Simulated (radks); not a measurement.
Question: The mean radii <r> (bohr) of the occupied orbitals of an atom or ion are listed with their occupations. Calculated with a radial shooting solver on a logarithmic mesh with Libxc functionals: scalar-relativistic Kohn-Sham, LDA (Slater exchange, Perdew-Wang correlation), spin-polarised, spherical densities, finite nucleus; Fermi nuclear charge, rms radius of each element as measured or else 0.836 A^(1/3) + 0.57 fm.

| orbital | occ. | <r> |
|---|---|---|
| 1s up | 1 | 0.02845 |
| 1s down | 1 | 0.02845 |
| 2s up | 1 | 0.1227 |
| 2s down | 1 | 0.1227 |
| 2p up | 3 | 0.1072 |
| 2p down | 3 | 0.1072 |
| 3s up | 1 | 0.3310 |
| 3s down | 1 | 0.3310 |
| 3p up | 3 | 0.3290 |
| 3p down | 3 | 0.3290 |
| 3d up | 5 | 0.3055 |
| 3d down | 5 | 0.3054 |
| 4s up | 1 | 0.7835 |
| 4p up | 3 | 0.8400 |
| 4p down | 3 | 0.8417 |
| 4d up | 5 | 0.9827 |
| 4d down | 5 | 0.9876 |
| 5s up | 1 | 1.891 |
| 5s down | 1 | 1.895 |

Name the element and its charge. Open shells, if any, are filled with parallel spins first.

Answer: Z = 51, antimony, charge +4: Sb4+ in [Ar] 3d10 4s1 4p6 4d10 5s2. The 1s radius gives Z: for a bare nucleus <r> = (2 gamma + 1)/(2Z) with gamma = sqrt(1 - (Z/c)^2), 0.028 bohr for Z = 51, and screening makes it slightly larger (0.02845 here). The occupations add up to 47, and the charge is Z minus that.
